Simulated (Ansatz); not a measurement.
Relaxation of AlF2H3Si (7 atoms, charge 0, multiplicity 1), to a largest force component of 0.02 eV/Å in at most 50 steps.

These are results of RKS BLYP-D4/STO-3G in Ansatz, not measurements.

```xyz
7
Properties=species:S:1:pos:R:3:forces:R:3
F -0.201 -1.417 1.515 -1.46 -1.75 1.11
Si 0.681 -0.582 0.445 0.92 -0.25 2.77
F 1.000 -1.772 -0.601 0.30 -1.26 -1.26
Al -0.781 1.074 -0.624 0.67 2.74 -1.45
H 0.759 1.034 -0.617 -0.52 2.58 -2.41
H -1.348 2.272 0.194 0.16 -1.19 0.11
H -1.310 0.895 -2.084 -0.07 -0.86 1.11
```

Task: Where does it end, and by what steps?

Result: The run converged. Limits of this set-up: minimal basis. After 9 steps the energy has fallen by 3.228 eV; H5 moved furthest, 0.98 Å.

| step | energy less start (eV) | largest force component (eV/Å) | accepted |
| --- | --- | --- | --- |
| 0 | 0.0000 | 2.775 | yes |
| 1 | -1.3534 | 1.536 | yes |
| 2 | -2.0536 | 0.824 | yes |
| 3 | -2.4594 | 0.875 | yes |
| 4 | -2.7850 | 1.150 | yes |
| 5 | -2.9943 | 1.937 | yes |
| 6 | -3.2180 | 0.229 | yes |
| 7 | -3.2278 | 0.038 | yes |
| 8 | -3.2280 | 0.033 | yes |
| 9 | -3.2282 | 0.010 | yes |

```xyz
7
Properties=species:S:1:pos:R:3
F -0.348 -1.585 1.607
Si 0.171 -0.783 0.263
F 1.185 -1.959 -0.292
Al -0.506 1.335 -0.763
H 0.865 1.841 -1.169
H -1.206 1.971 0.420
H -1.362 0.685 -1.838
```

Whether the end is a true minimum wasn't checked by a vibrational analysis.

The run took 13 s on 1 thread of Arm Neoverse V2, with other jobs on the host, peak memory 0.12 GiB.
